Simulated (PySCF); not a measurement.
Te (tellurium, neutral) across methods

[Kr] 4d10 5s2 5p4, high-spin 3P determinant. Computed with PySCF 2.14 in aug-cc-pwCVTZ-DK3 with one added diffuse shell each of s, p, d, f type (11s10p8d5f1g, 125 functions), with the spin-free X2C one-electron Hamiltonian (Gaussian nucleus).

```json
{"method": "PBE0", "E (hartree)": "-6793.15", "mean ε 5s β (eV)": "-15.517", "mean ε 5p α (eV)": "-7.624", "mean ε 5p β (eV)": "-6.299", "Σ⟨r²⟩ (bohr²)": "61.65", "⟨S²⟩": "2.005"}
{"method": "CAM-B3LYP", "E (hartree)": "-6793.86", "mean ε 5s β (eV)": "-17.177", "mean ε 5p α (eV)": "-8.785", "mean ε 5p β (eV)": "-7.593", "Σ⟨r²⟩ (bohr²)": "61.85", "⟨S²⟩": "2.003"}
{"method": "LDA", "E (hartree)": "-6787.14", "mean ε 5s β (eV)": "-14.668", "mean ε 5p α (eV)": "-6.565", "mean ε 5p β (eV)": "-5.417", "Σ⟨r²⟩ (bohr²)": "61.80", "⟨S²⟩": "2.002"}
{"method": "r2SCAN", "E (hartree)": "-6793.50", "mean ε 5s β (eV)": "-14.335", "mean ε 5p α (eV)": "-6.854", "mean ε 5p β (eV)": "-5.513", "Σ⟨r²⟩ (bohr²)": "61.57", "⟨S²⟩": "2.007"}
{"method": "PBEsol", "E (hartree)": "-6790.05", "mean ε 5s β (eV)": "-14.318", "mean ε 5p α (eV)": "-6.487", "mean ε 5p β (eV)": "-5.267", "Σ⟨r²⟩ (bohr²)": "61.76", "⟨S²⟩": "2.003"}
{"method": "wB97M-V", "E (hartree)": "-6793.02", "mean ε 5s β (eV)": "-17.971", "mean ε 5p α (eV)": "-9.653", "mean ε 5p β (eV)": "-8.370", "Σ⟨r²⟩ (bohr²)": "62.02", "⟨S²⟩": "2.003"}
{"method": "PBE", "E (hartree)": "-6793.07", "mean ε 5s β (eV)": "-14.276", "mean ε 5p α (eV)": "-6.483", "mean ε 5p β (eV)": "-5.282", "Σ⟨r²⟩ (bohr²)": "61.96", "⟨S²⟩": "2.004"}
```

Problem. Estimate the same row for UHF.

Solution. E (hartree) = -6790.62801; mean ε 5s β (eV) = -18.118; mean ε 5p α (eV) = -10.336; mean ε 5p β (eV) = -8.505; Σ⟨r²⟩ (bohr²) = 62.29; ⟨S²⟩ = 2.013.
